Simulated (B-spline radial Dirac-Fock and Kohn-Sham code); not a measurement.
How the binding energies of Rh⁴⁰⁺ add up

System: the Rh⁴⁰⁺ ion, [He] 2s2 2p1; nuclear rms radius 4.4945 fm (A = 103).

Input of the calculation (task.json; shells as n, l, electrons):

```json
{"items": [{
  "Z": 45,
  "q": 40,
  "cfg": [[1, 0, 2], [2, 0, 2], [2, 1, 1]],
  "A": 103,
  "rrms": 4.4945,
  "do": ["binding"]
}]}
```

Command: `python xray_run.py task.json out`

Model: Dirac-Fock energy differences between relaxed states, corrected for Breit and QED terms. Program: a radial finite-basis atomic code. Correlation and solid-state effects are left out. Energies are counted from the vacuum level.

All terms are in eV, carry their sign (relaxation lowers the binding energy) and add up to the binding energy; ⟨r⟩ is the mean radius of the orbital in the initial state.

```csv
subshell,−ε (Koopmans),relaxation,Gaunt,retardation,self-energy,vacuum polarisation,binding energy,⟨r⟩ (bohr)
1s,26770.3,-7.47,-38.85,0.94,-26.20,3.19,26701.9,0.032
2s,6266.3,-0.62,-4.21,0.36,-3.52,0.39,6258.7,0.134
2p,6062.7,-0.72,-5.36,1.21,-0.02,-0.01,6057.8,0.116
```

For the deepest level, K (1s), the Breit terms make up -0.142 % of the binding energy, QED -0.086 % and orbital relaxation -0.028 %.

Going to the tabulated ground configuration of the next ion removes an electron from L2,3 (2p), computed at 6057.8 eV. NIST lists 6161 ± 5 eV as the ionisation energy of this species (semi-empirical), +103.17 eV from the computed value. Where a p, d or f shell is open in either ion the computed value averages over both j values and all terms, while the table refers to the lowest levels; that difference holds spin-orbit splitting (largest in heavy or highly charged ions), term energies where several electrons share open shells, and correlation, and it can reach 10 % or more.
